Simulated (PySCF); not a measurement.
Ligands exchanged one at a time, B SiH3-H. All species are isolated molecules in the gas phase. Strings in code marks are SMILES.

The HOMO from two functionals at the same geometries (B3LYP-D3(BJ)/def2-TZVP), both in PySCF: PBE-D3(BJ)/def2-TZVP and B3LYP-D3(BJ)/def2-TZVP. B3LYP has the VWN-RPA correlation part, as in Gaussian. 

```tsv
species	B3LYP-D3(BJ)/def2-TZVP (eV)
1 of 3 SiH3 replaced by H	-7.80
2 of 3 SiH3 replaced by H (`B[SiH3]`)	-8.26
3 of 3 SiH3 replaced by H (`B`)	-9.75
```

### Question
What does PBE-D3(BJ)/def2-TZVP give for each?

### Answer

- 1 of 3 SiH3 replaced by H: -6.84
- 2 of 3 SiH3 replaced by H (`B[SiH3]`): -7.24
- 3 of 3 SiH3 replaced by H (`B`): -8.48
Over these rows, drawn at random from the members with no instability flagged (it was tested for open shells, ions and some series alone), PBE minus B3LYP-D3(BJ): mean +1.08 eV, from +0.96 eV to +1.26 eV.
